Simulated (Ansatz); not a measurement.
Compare A (`C#COC[SiH3]`) with its isomer B (`C=C1[SiH2]C1O`).

Program: Ansatz. Geometries: PBE0-D4/def2-TZVP. ΔE: electronic, gas phase. CCSD(T)/CBS is the MP2 limit (def2-TZVPP, def2-QZVPP) plus CCSD(T) − MP2 in def2-TZVPP, frozen cores. DFT in def2-TZVPP. B3LYP here is the variant with VWN-RPA as its local correlation; programs differ in this. One conformer a species, not always the lowest.

Which isomer does CCSD(T)/CBS put lower? Give the gap. (Estimate.)

Ansatz gave: A, by 2.5 kcal/mol.

Give E(B) − E(A) in kcal/mol with CCSD/def2-TZVPP, B3LYP, r2SCAN-D4, ωB97M-V, PBE0-D4, B2PLYP, MP2/def2-TZVPP. (Best estimate.)

Ansatz gave: CCSD/def2-TZVPP 7.7, B3LYP 2.1, r2SCAN-D4 -4.1, ωB97M-V 5.4, PBE0-D4 -2.5, B2PLYP 3.4, MP2/def2-TZVPP 4.0. The order is the other way round with r2SCAN-D4, PBE0-D4.

Largest T1 diagnostic: 0.023.

In def2-TZVPP, CCSD(T) changes the Hartree–Fock value by −21.4 kcal/mol (the triples alone add −5.2 kcal/mol) and MP2 by −20.0 kcal/mol. The D4 term adds −1.4 kcal/mol with B3LYP and −0.7 kcal/mol with PBE0; it sums over pairs of atoms, weighted by their polarisabilities, and B3LYP, whose exchange is more repulsive, gets the larger term.
